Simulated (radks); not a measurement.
Q: The vanadium ion V3+ is in [Ar] 3d2. All-electron calculation, scalar-relativistic Kohn-Sham, LDA (Slater exchange, Perdew-Wang correlation), spin-polarised, spherical densities, finite nucleus; Fermi nuclear charge, rms radius of each element as measured or else 0.836 A^(1/3) + 0.57 fm. Program: a radial shooting solver on a logarithmic mesh with Libxc functionals. Open shells are filled with parallel spins first. One electron is removed from 3d, 2p, 3p, 3s in turn, with full relaxation. Which removal costs least, and what does each cost?

A: 3d 46.852 eV; 3p 85.374 eV; 3s 111.84 eV; 2p 565.15 eV. The 3d electron leaves first.
